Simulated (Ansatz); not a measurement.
C2H6N2, SMILES `C/N=C/N` (charge 0, multiplicity 1).

Cartesian coordinates (Å):
```xyz
10

C     -1.6165     0.3041    -0.1739
N     -0.2466     0.3886     0.2768
C      0.6321    -0.2533    -0.3657
N      1.9489    -0.3117     0.0217
H     -2.0029     1.3064    -0.3762
H     -1.7432    -0.3047    -1.0817
H     -2.2422    -0.1250     0.6135
H      0.4095    -0.8533    -1.2583
H      2.2265     0.3566     0.7242
H      2.6343    -0.5076    -0.6875
```
Charge 0, spin multiplicity 1.

Frozen-core energies in 6-31g from Ansatz (an electronic-structure program) at a geometry from B3LYP-D3(BJ)/def2-TZVP; the HF reference has <S^2> = 0.00 and the T1 diagnostic is 0.012.

| level | energy (Ha) |
|---|---|
| HF | -188.01832 |
| MP2 | -188.41827 |
| CCSD | -188.45146 |
| CCSD(T) | -188.46324 |

Q: Estimate the energies of CCSDT and CCSDT(Q), and give each level's difference from CCSDT(Q).

A: 
```json
[
 {"level": "MP2", "energy (Ha)": "-188.41827", "difference from CCSDT(Q) (mHa)": "46.83"},
 {"level": "CCSD", "energy (Ha)": "-188.45146", "difference from CCSDT(Q) (mHa)": "13.64"},
 {"level": "CCSD(T)", "energy (Ha)": "-188.46324", "difference from CCSDT(Q) (mHa)": "1.86"},
 {"level": "CCSDT", "energy (Ha)": "-188.46381", "difference from CCSDT(Q) (mHa)": "1.28"},
 {"level": "CCSDT(Q)", "energy (Ha)": "-188.46509", "difference from CCSDT(Q) (mHa)": "0.00"}
]
```
